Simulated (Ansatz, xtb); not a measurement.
C3H8GeO: which of two isomers lies lower

Structure X is `C[C@@]1([GeH3])CO1`, a singlet and structure Y is `C[C@@H]1O[C@H]1[GeH3]`, a singlet. Both are isolated molecules in the gas phase, relaxed with PBE0-D3(BJ)/def2-SVP.

X (Å):

```xyz
13

C    -2.1087   -0.2283    2.5497
C    -1.3424   -1.2621    1.7689
C    -1.3058   -1.1931    0.3008
Ge   -1.0065   -2.9977    2.6293
O    -0.2026   -0.7702    1.0649
H    -3.1281   -0.5807    2.7718
H    -2.1772    0.7117    1.9806
H    -1.6099   -0.0093    3.5067
H    -0.1197   -2.7811    3.8690
H    -0.2856   -3.9080    1.6213
H    -2.3308   -3.6534    3.0700
H    -1.8673   -0.3950   -0.2038
H    -1.1584   -2.1028   -0.2971
```

Y (Å):

```json
{"atom": "C", "x (Å)": "-1.7637", "y (Å)": "0.4382", "z (Å)": "2.7902"}
{"atom": "C", "x (Å)": "-1.0829", "y (Å)": "-0.7972", "z (Å)": "2.2836"}
{"atom": "C", "x (Å)": "-1.7162", "y (Å)": "-1.6944", "z (Å)": "1.3052"}
{"atom": "Ge", "x (Å)": "-1.2507", "y (Å)": "-3.5898", "z (Å)": "1.1910"}
{"atom": "O", "x (Å)": "-0.6803", "y (Å)": "-0.7915", "z (Å)": "0.9325"}
{"atom": "H", "x (Å)": "-2.2981", "y (Å)": "0.2314", "z (Å)": "3.7302"}
{"atom": "H", "x (Å)": "-2.4838", "y (Å)": "0.8146", "z (Å)": "2.0495"}
{"atom": "H", "x (Å)": "-1.0268", "y (Å)": "1.2320", "z (Å)": "2.9874"}
{"atom": "H", "x (Å)": "-0.3421", "y (Å)": "-1.2386", "z (Å)": "2.9680"}
{"atom": "H", "x (Å)": "-2.7151", "y (Å)": "-1.4013", "z (Å)": "0.9470"}
{"atom": "H", "x (Å)": "-2.3368", "y (Å)": "-4.4491", "z (Å)": "1.8669"}
{"atom": "H", "x (Å)": "0.0974", "y (Å)": "-3.7971", "z (Å)": "1.9020"}
{"atom": "H", "x (Å)": "-1.1249", "y (Å)": "-4.0037", "z (Å)": "-0.2852"}
```

Quicker runs give these differences E(Y) − E(X): GFN2-xTB −1.46 kJ/mol; HF/STO-3G −10.21 kJ/mol (at GFN2-xTB geometries); r2SCAN-D4/def2-SVP −2.96 kJ/mol (at GFN2-xTB geometries).

Q: Estimate E(Y) − E(X) at the level CCSD(T)/def2-SVP + ΔMP2/def2-TZVPP.

A: Too close to call at this level: CCSD(T)/def2-SVP + ΔMP2/def2-TZVPP gives E(Y) − E(X) = −1.49 kJ/mol.

Level by level:

```
                             level              geometry  E(Y) − E(X) (kJ/mol)  departure from the last row (kJ/mol)  job, with rough time for the two
                          GFN2-xTB              GFN2-xTB                   −1.46                                 +0.03              optimisation, 0.14 s
                         HF/STO-3G              GFN2-xTB                  −10.21                                 −8.72              single point, 0.62 s
                r2SCAN-D4/def2-SVP              GFN2-xTB                   −2.96                                 −1.47               single point, 3.7 s
              PBE0-D3(BJ)/def2-SVP  PBE0-D3(BJ)/def2-SVP                   −3.70                                 −2.21                optimisation, 48 s
                       HF/def2-SVP  PBE0-D3(BJ)/def2-SVP                   −7.06                                 −5.57           part of the CCSD(T) run
                      MP2/def2-SVP  PBE0-D3(BJ)/def2-SVP                   −1.34                                 +0.16           part of the CCSD(T) run
                  CCSD(T)/def2-SVP  PBE0-D3(BJ)/def2-SVP                   −2.05                                 −0.55                      single point
CCSD(T)/def2-SVP + ΔMP2/def2-TZVPP  PBE0-D3(BJ)/def2-SVP                   −1.49                                                      single point, 64 s
```

As drawn, both hold the same kinds of bond in the same numbers.

The largest departure from CCSD(T)/def2-SVP + ΔMP2/def2-TZVPP is that of HF/STO-3G, 8.72 kJ/mol. The last row adds to CCSD(T) the change of the MP2 difference between the two basis sets, here +0.55 kJ/mol.

With thermal terms from frequencies at re-optimised GFN2-xTB minima (ideal gas, soft modes damped towards free rotors, one conformer each, 298.15 K, 1 atm): the zero-point term adds +0.79 kJ/mol; ΔH is −0.74 and ΔG −1.24 kJ/mol.

The correlated steps freeze 13 core orbitals; the filled d shell of Ge is correlated, in a basis made for valence electrons. Codes used: Ansatz 0.2.0, xtb 6.7.1; the last row on 2 threads of Intel(R) Xeon(R) Platinum 8375C CPU @ 2.90GHz (Ice Lake) on a shared host.
